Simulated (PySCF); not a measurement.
**Static response to an electric field**

C4H8ClFSi2.
Structure used (GFN2-xTB), in Å, numbered top down from 1:
```xyz
16
C4H8ClFSi2 angstrom
F      1.2154   -1.9627    0.6370
Si     0.7492   -0.5552   -0.0556
Si     2.5866    0.6822   -0.6784
C     -0.7115   -0.9100   -1.1851
C     -1.8647   -0.5588   -0.6261
C     -1.8661   -0.0033    0.7639
C     -0.4345    0.2723    1.2232
Cl    -0.1181    2.0432    1.2090
H      2.1923    1.8527   -1.4614
H      3.3659    1.1368    0.4743
H      3.4690   -0.1336   -1.5179
H     -0.6684   -1.3208   -2.1806
H     -2.8247   -0.6721   -1.1111
H     -2.4762    0.9020    0.8086
H     -2.3349   -0.7343    1.4303
H     -0.2868   -0.0295    2.2585
```

Level: CAM-B3LYP/def2-SVPD (PySCF), static field, nuclei fixed, core orbitals frozen in the response. The polarisability tensor in these axes (au):

```
x   128.22   5.22  -8.31
y     5.22 101.45   7.51
z    -8.31   7.51  97.76
```

Problem. Give the principal values, the mean and the anisotropy Δα = √{½[(α1 − α2)² + (α2 − α3)² + (α1 − α3)²]}.

Solution. Principal values 89.41, 107.30 and 130.72 au; mean 109.14 au = 16.17 Å³ = 18.00 × 10⁻⁴⁰ C²·m²/J; Δα = 35.88 au (33 % of the mean).

Problem. What is the dipole moment, and where does it point?

Solution. (-1.43, -0.25, -0.81) D, 1.66 D in size, pointing from the negative to the positive side. Measured along this direction, the outermost atoms are H10 at the negative end and H13 at the positive end.

Problem. Along which axes do the principal values lie, and how far do the nuclei extend along each?

Solution. Largest value along (0.97, 0.12, -0.22), where the nuclei span 6.34 Å; middle along (0.04, 0.80, 0.60), 4.74 Å; least along (0.24, -0.59, 0.77), 3.62 Å. The response follows the extents in order.

Problem. What depolarisation ratio follows for Rayleigh scattering of linearly polarised light, taking the static tensor?

Solution. ρ = 3Δα²/(45ᾱ² + 4Δα²) = 3861.9/(536063 + 5149.2) = 0.00714.

Problem. Give the eigenvalues of the traceless quadrupole moment Θ = ½Σq(3rr − r²1), origin at the centre of nuclear charge.

Solution. -12.30, 3.07, 9.23 D·Å. The values depend on the origin, since the dipole doesn't vanish. The electronic extent ⟨r²⟩ about the same centre is 1604 bohr², a root-mean-square distance of 2.29 Å for the 86 electrons.

Problem. Find the Langevin capture rate constant for NO+ (29.998 u) meeting this molecule (165.984 u), k = 2.342 × 10⁻⁹ cm³/s × √(α in Å³ / reduced mass in u).

Solution. The reduced mass is 25.41 u, so k = 1.87 × 10⁻⁹ cm³/s. The formula leaves out the permanent dipole, which adds to the capture rate.

The structure is a single GFN2-xTB conformer in the gas phase; no vibrational or solvent corrections.
